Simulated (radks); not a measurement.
Results of a calculation; reference values are marked as such.
Species: Co7+. Configuration: [Ar] 3d2.

Level of theory: scalar-relativistic Kohn-Sham, SCAN, spin-polarised, spherical densities, finite nucleus; open shells are filled with parallel spins first; meta-GGA in the generalised Kohn-Sham scheme; Fermi nuclear charge, rms radius 3.7875 fm (a radial shooting solver on a logarithmic mesh with Libxc functionals).

Energy parts (hartree):
part                       energy
total                 -1378.04628
kinetic                1396.37762
electron-nucleus      -3190.48663
Hartree                 471.25142
exchange-correlation    -55.18869

Orbitals (lengths in bohr, moments of r in powers of bohr):
| orbital | occ. | eigenvalue (hartree) | <r^2> | <1/r> | <r> |
|---|---|---|---|---|---|
| 1s up | 1 | -285.5065 | 0.004251 | 27.02 | 0.05621 |
| 1s down | 1 | -285.5064 | 0.004251 | 27.02 | 0.05621 |
| 2s up | 1 | -39.10152 | 0.07667 | 5.833 | 0.2548 |
| 2s down | 1 | -39.01132 | 0.07638 | 5.843 | 0.2544 |
| 2p up | 3 | -34.23193 | 0.06205 | 5.706 | 0.2248 |
| 2p down | 3 | -34.16542 | 0.06175 | 5.715 | 0.2243 |
| 3s up | 1 | -9.02870 | 0.6044 | 1.953 | 0.7274 |
| 3s down | 1 | -8.86671 | 0.6102 | 1.940 | 0.7307 |
| 3p up | 3 | -7.56293 | 0.6400 | 1.842 | 0.7431 |
| 3p down | 3 | -7.40276 | 0.6472 | 1.829 | 0.7473 |
| 3d up | 2 | -5.25432 | 0.6707 | 1.638 | 0.7496 |

The highest occupied level is 3d up at -142.98 eV. For comparison, the ionisation energy in NIST's Atomic Spectra Database is 158 eV (semi-empirical). In exact Kohn-Sham theory the highest level is minus the ionisation energy, but local and semilocal functionals leave it too shallow, through self-interaction and a potential that decays too fast; potentials with the right tail come closer. Spin moment in Bohr magnetons: 2.

Empty levels of this run are not shown, since the potential may be unsettled where no density lies.
